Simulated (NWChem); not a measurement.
Molecule: SnCl₂, singlet; SMILES [Cl][Sn][Cl]

Low-valent species are run as closed-shell singlets; no triplet was tried in these runs. def2 effective core potentials on Sn; no spin-orbit coupling.

**Question.** Give the equilibrium geometry at PBE-D3(BJ)/def2-SVP with def2 effective core potentials on Sn (NWChem) as a Z-matrix, with the point group.

**Answer.** point group C2v; any orientation.
```
Sn
Cl 1 2.4108
Cl 1 2.4108 2 99.79
```
